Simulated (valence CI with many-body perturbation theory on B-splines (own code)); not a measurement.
## E1 transitions of Pd¹⁴⁺

Level of theory: relativistic CI+MBPT: four valence electrons over a frozen Dirac-Fock core [Ar] 3d10, radial functions for each j: 11 s, 11 p, 9 d, 7 f, 5 g, 2 h, 1 i, with the one-electron correlation potential Σ1 (screened to all orders), the two-electron term Σ2, the three-electron term Σ3, Breit, model QED; selected single and double excitations, second order for the rest (own B-spline code, finite nucleus).

No measured levels were compared; by estimate levels hold to about 250 cm⁻¹ or 0.2 % of their energy and the worst to 1 %, as in measured heavy ions of charge 2 to 7; those with d or f electrons hold less well.

Lines 101 to 150 of 229 in falling wavelength, among levels below 943400 cm⁻¹, chosen from the strongest by gf and those to the six lowest levels. Wavelengths and rates use the calculated energies, so an error of 900 cm⁻¹ moves a line at 22.36 nm by 0.2 % and its rate by three times that or more. Electric multipoles are in the length gauge, E1 and E2 with the static RPA response of the core. Weak lines are less certain than strong ones. Lines between different terms over intervals too small for the method are left out, as are lines whose strength nearly cancels. The highest levels of a list are the least certain.

Names give the largest LS component (configuration and term), which can be under half, so a name can repeat, a term be missing and a line seem to break the LS rules; names also repeat where a configuration has a term twice. Letters in brackets count levels of one name in rising energy.

```
λ vac (nm)               Upper         Lower   A (s⁻¹)  S (a.u.)
     22.36            4p4 3P_1  4s 4p3 5S°_2  2.40e+05  3.98e-06
     22.15        4s 4p3 3S°_1  4s2 4p2 3P_0  1.03e+10  1.65e-01
     21.95  4s 4p2 4d 3P_1 [a]  4s 4p3 3P°_2  1.30e+10  2.04e-01
     21.94            4p4 1D_2  4s 4p3 5S°_2  7.25e+07  1.89e-03
     21.92        4s 4p3 1P°_1  4s2 4p2 3P_2  2.80e+07  4.36e-04
     21.84  4s 4p2 4d 3D_1 [b]  4s 4p3 1D°_2  8.48e+09  1.31e-01
     21.71     4s2 4p 4d 3P°_2  4s2 4p2 1D_2  6.40e+09  1.62e-01
     21.56  4s 4p2 4d 3D_1 [c]  4s 4p3 1D°_2  7.94e+09  1.18e-01
     21.51     4s2 4p 4d 3F°_2  4s2 4p2 3P_2  6.54e+09  1.61e-01
     21.43  4s 4p2 4d 3P_1 [a]  4s 4p3 3P°_0  6.08e+09  8.87e-02
     21.38  4s 4p2 4d 3F_3 [b]  4s 4p3 1D°_2  2.80e+09  9.46e-02
     21.30        4s 4p3 1P°_1  4s2 4p2 3P_1  1.35e+10  1.94e-01
     21.21     4s2 4p 4d 3D°_1  4s2 4p2 1D_2  1.60e+09  2.26e-02
     21.21  4s 4p2 4d 3F_2 [a]  4s 4p3 3D°_1  4.31e+09  1.02e-01
     21.20      4s 4p2 4d 5F_1  4s 4p3 5S°_2  1.83e+08  2.59e-03
     21.15     4s2 4p 4d 3P°_1  4s2 4p2 1S_0  4.91e+07  6.89e-04
     21.02  4s 4p2 4d 3P_2 [a]  4s 4p3 3D°_3  2.01e+10  4.62e-01
     20.94      4s 4p2 4d 5F_2  4s 4p3 5S°_2  1.76e+09  3.99e-02
     20.92     4s2 4p 4d 3F°_2  4s2 4p2 3P_1  1.27e+09  2.87e-02
     20.86      4s 4p2 4d 5P_3  4s 4p3 3D°_3  5.84e+09  1.83e-01
     20.77  4s 4p2 4d 3F_3 [a]  4s 4p3 3D°_2  3.03e+09  9.40e-02
     20.71  4s 4p2 4d 3P_0 [a]  4s 4p3 3P°_1  4.01e+10  1.76e-01
     20.62     4s2 4p 4d 3F°_3  4s2 4p2 3P_2  9.34e+09  2.83e-01
     20.54  4s 4p2 4d 3P_1 [c]  4s 4p3 3S°_1  6.12e+09  7.85e-02
     20.48      4s 4p2 4d 5F_3  4s 4p3 5S°_2  3.78e+09  1.12e-01
     20.44  4s 4p2 4d 3P_2 [b]  4s 4p3 3S°_1  1.47e+10  3.10e-01
     20.40  4s 4p2 4d 3P_2 [a]  4s 4p3 3D°_2  3.22e+10  6.76e-01
     20.38  4s 4p2 4d 3F_4 [a]  4s 4p3 3D°_3  2.17e+09  8.15e-02
     20.27  4s 4p2 4d 3D_3 [b]  4s 4p3 3P°_2  1.57e+10  4.52e-01
     20.21  4s 4p2 4d 3D_3 [c]  4s 4p3 1D°_2  7.59e+09  2.16e-01
     20.19  4s 4p2 4d 3P_2 [a]  4s 4p3 3D°_1  9.12e+09  1.85e-01
     20.16     4s2 4p 4d 1D°_2  4s2 4p2 1D_2  2.67e+10  5.41e-01
     19.98  4s 4p2 4d 3D_1 [b]  4s 4p3 3P°_2  1.43e+10  1.69e-01
     19.95  4s 4p2 4d 3D_2 [a]  4s 4p3 3P°_2  5.28e+09  1.03e-01
     19.75        4s 4p3 1P°_1  4s2 4p2 3P_0  1.61e+09  1.84e-02
     19.67      4s 4p2 4d 5D_1  4s 4p3 5S°_2  1.76e+09  1.99e-02
     19.65     4s2 4p 4d 3P°_1  4s2 4p2 1D_2  1.95e+10  2.19e-01
     19.65     4s2 4p 4d 3P°_2  4s2 4p2 3P_2  4.04e+10  7.57e-01
     19.60      4s 4p2 4d 5D_2  4s 4p3 5S°_2  6.20e+09  1.15e-01
     19.59     4s2 4p 4d 3D°_3  4s2 4p2 1D_2  2.12e+10  5.51e-01
     19.51      4s 4p2 4d 3G_4  4s 4p3 3D°_3  3.29e+09  1.09e-01
     19.48      4s 4p2 4d 5D_3  4s 4p3 5S°_2  9.15e+09  2.34e-01
     19.46  4s 4p2 4d 3F_2 [b]  4s 4p3 3D°_3  9.93e+09  1.81e-01
     19.43     4s2 4p 4d 3D°_2  4s2 4p2 1D_2  6.75e+10  1.22e+00
     19.34  4s 4p2 4d 3P_1 [a]  4s 4p3 3D°_1  4.39e+10  4.69e-01
     19.33  4s 4p2 4d 3D_1 [c]  4s 4p3 3P°_0  3.73e+10  3.99e-01
     19.33  4s 4p2 4d 3D_2 [b]  4s 4p3 3P°_1  5.46e+10  9.73e-01
     19.28  4s 4p2 4d 3P_0 [b]  4s 4p3 3P°_1  6.40e+10  2.26e-01
     19.24     4s2 4p 4d 3D°_1  4s2 4p2 3P_2  3.03e+09  3.20e-02
     19.24  4s 4p2 4d 3F_2 [c]  4s 4p3 3P°_2  9.42e+09  1.66e-01
```
